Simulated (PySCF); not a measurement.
**Te⁺ (tellurium, charge +1): UHF calculation**

Configuration: [Kr] 4d10 5s2 5p3, high-spin 4S determinant. All numbers are calculated (PySCF 2.14, a scalar-relativistic core potential, in aug-cc-pVTZ-PP with one added diffuse shell each of d, f type with ECP28MDF (6s5p5d3f, 67 functions)).

- Total energy: -266.722163 hartree
- One-electron energy: -459.0685 hartree
- Hartree (Coulomb) energy: 211.9331 hartree
- Exchange energy: -19.5868 hartree
- ⟨S²⟩: 3.7519
- ⟨L²⟩: 0.000
- Sum of ⟨r⟩: 27.89 bohr
- Sum of ⟨r²⟩: 47.41 bohr²

```csv
shell,electrons,mean orbital energy (eV),"rms radius, mean of both spins (bohr)"
4s α,1,-203.22,0.820
4s β,1,-202.66,0.820
4p α,3,-147.84,0.882
4p β,3,-147.28,0.882
4d α,5,-62.216,1.04
4d β,5,-61.744,1.04
5s α,1,-31.754,2.21
5s β,1,-24.585,2.21
5p α,3,-18.833,2.63
```

Energies and moments cover only the electrons outside the core potential.
